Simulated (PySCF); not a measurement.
Dipole moment and polarisability of `C/C=C(/C)COC`

Species: C6H12O.
Geometry (PBE0-D3(BJ)/def2-SVP, Å), atoms numbered from 1 in this order:
```
atom  x, y, z in Å
C1    -1.285    2.133   -0.062
C2    -1.286    0.695   -0.467
C3    -0.510   -0.304   -0.015
C4    -0.633   -1.701   -0.545
C5     0.549   -0.141    1.047
O6     1.814   -0.594    0.634
C7     2.389    0.197   -0.360
H8    -1.172    2.784   -0.945
H9    -0.485    2.386    0.646
H10   -2.245    2.410    0.406
H11   -2.030    0.432   -1.230
H12   -0.928   -2.400    0.256
H13    0.338   -2.059   -0.922
H14   -1.375   -1.768   -1.354
H15    0.284   -0.763    1.918
H16    0.611    0.906    1.398
H17    1.782    0.224   -1.286
H18    3.375   -0.228   -0.598
H19    2.532    1.244   -0.022
```

Level: wB97X-D/def2-SVPD (PySCF), static field, nuclei fixed, core orbitals frozen in the response. The polarisability tensor in these axes (au):

```
x   82.63 -8.52  3.91
y   -8.52 88.34 -1.52
z    3.91 -1.52 69.34
```

Problem. What are the eigenvalues, a third of the trace, and Δα (Δα² = ½Σ(αi − αj)² over the three pairs)?

Solution. Principal values 68.23, 77.12 and 94.96 au; mean 80.10 au = 11.87 Å³ = 13.21 × 10⁻⁴⁰ C²·m²/J; Δα = 23.57 au (29 % of the mean).

Problem. What is the dipole moment, and where does it point?

Solution. (-0.68, 1.08, -0.54) D, 1.38 D in size, pointing from the negative to the positive side. Measured along this direction, the outermost atoms are H18, O6, H12 and H15 at the negative end and H8 at the positive end.

Problem. What would n − 1 = 2πNα be for an ideal gas of these molecules at 400 K and 1 atm, electronic part alone?

Solution. N = p/kT = 1.8347 × 10¹⁹ cm⁻³, so n − 1 = 2π × N × 11.87 × 10⁻²⁴ cm³ = 1368 × 10⁻⁶ at long wavelengths, for an ideal gas.

Problem. Give the principal axes and the span of the nuclei along them.

Solution. Largest value along (-0.59, 0.79, -0.14), where the nuclei span 5.28 Å; middle along (0.75, 0.61, 0.26), 5.11 Å; least along (-0.29, -0.05, 0.96), 3.55 Å. The response follows the extents in order.

Problem. In a dilute gas of rigid molecules at 400 K, how does the orientational term μ²/3kT compare with the electronic polarisability?

Solution. In Gaussian units μ²/3kT = 11.56 Å³ against 11.87 Å³, a ratio of 0.97; the Debye molar polarisation (4π/3)N_A(α + μ²/3kT) is 59.1 cm³/mol, leaving out the vibrational part.

Problem. Find the Langevin capture rate constant for H3+ (3.023 u) meeting this molecule (100.089 u), k = 2.342 × 10⁻⁹ cm³/s × √(α in Å³ / reduced mass in u).

Solution. The reduced mass is 2.93 u, so k = 4.71 × 10⁻⁹ cm³/s. The formula leaves out the permanent dipole, which adds to the capture rate.

One conformer (not necessarily the lowest) at the PBE0-D3(BJ)/def2-SVP geometry, without solvent, vibrations or thermal averaging.

These values come from a run that also computed excited states and ΔSCF ions. The run took 2.8 min wall on one thread, Arm Neoverse V2, shared host.
